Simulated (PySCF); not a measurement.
## Orbital energies and ionisation energy

C6H11BO2.
Structure used (PBE0-D3(BJ)/def2-SVP), in Å, numbered top down from 1:
```
atom  x, y, z in Å
C1    -2.219   -1.719    0.073
C2    -1.646   -0.592   -0.368
C3    -2.457    0.499   -1.007
C4    -0.164   -0.328   -0.265
C5     0.672   -1.509    0.201
O6     2.042   -1.177    0.272
B7     2.419    0.095    0.560
O8     1.526    1.099    0.763
C9     0.141    0.863    0.645
H10   -1.657   -2.527    0.547
H11   -3.296   -1.873   -0.033
H12   -2.018    0.807   -1.971
H13   -3.492    0.176   -1.186
H14   -2.494    1.401   -0.374
H15    0.194   -0.057   -1.278
H16    0.564   -2.359   -0.491
H17    0.333   -1.849    1.196
H18    3.595    0.346    0.636
H19   -0.288    0.678    1.646
H20   -0.318    1.784    0.256
```

Level: CAM-B3LYP/def2-SVPD (PySCF). Frontier orbitals with their largest atomic shares (Löwdin; up to four atoms above 4 %):

```
orbital  ε (eV)                          main atoms
 HOMO−3  -10.66  O8 24 %, C4 12 %, C9 10 %, B7 10 %
 HOMO−2  -10.15  O6 30 %, O8 16 %, C4 14 %, C5 12 %
 HOMO−1   -9.87    O8 31 %, O6 31 %, C9 9 %, C5 8 %
   HOMO   -8.87                                   ?
   LUMO    0.93   B7 20 %, C1 14 %, C2 11 %, C3 8 %
 LUMO+1    1.05   C1 20 %, C2 20 %, B7 9 %, H10 6 %
 LUMO+2    1.52  B7 25 %, C3 18 %, H13 7 %, H14 7 %
```

Task: What vertical ionisation energy does ΔSCF give, and how far is −ε(HOMO) from it?

Result: ΔSCF: 9.61 eV (927 kJ/mol; threshold wavelength 129 nm); ⟨S²⟩ of the doublet left behind is 0.754, against 0.75 for a pure doublet. −ε(HOMO) is 8.87 eV, 0.74 eV below it. For the exact functional −ε(HOMO) would equal the first vertical ionisation energy; CAM-B3LYP (range-separated hybrid) falls short of its own ΔSCF value by 8 %.

Task: On which atoms does the HOMO lie?

Result: C1 (terminal =CH2 carbon) 36 %, C2 (fully substituted alkene carbon) 31 %, C3 (allylic carbon) 6 %, C4 (allylic carbon) 6 %, so no atom holds as much as 40 %. The HOMO−1 lies 1.00 eV lower.

Task: With α = 88.8 au, estimate the like-pair dispersion coefficient by London's formula C6 = (3/4)α²I.

Result: I = 0.3531 Eh, so C6 ≈ 2090 au, a rough estimate.

Task: How many of the 10 lowest singlet excitations (vertical TDDFT, same level) lie below the ionisation energy?

Result: All 10; they run from 7.08 to 8.33 eV.

Task: Shift the occupied levels rigidly so that −ε(HOMO) equals the ΔSCF value. What binding energies result?

Result: The shift is +0.74 eV: HOMO 9.61, HOMO−1 10.61, HOMO−2 10.89, HOMO−3 11.40 eV. A rigid shift is only a rough guide to the deeper ionisations.

Isolated species at its PBE0-D3(BJ)/def2-SVP geometry (one conformer only).
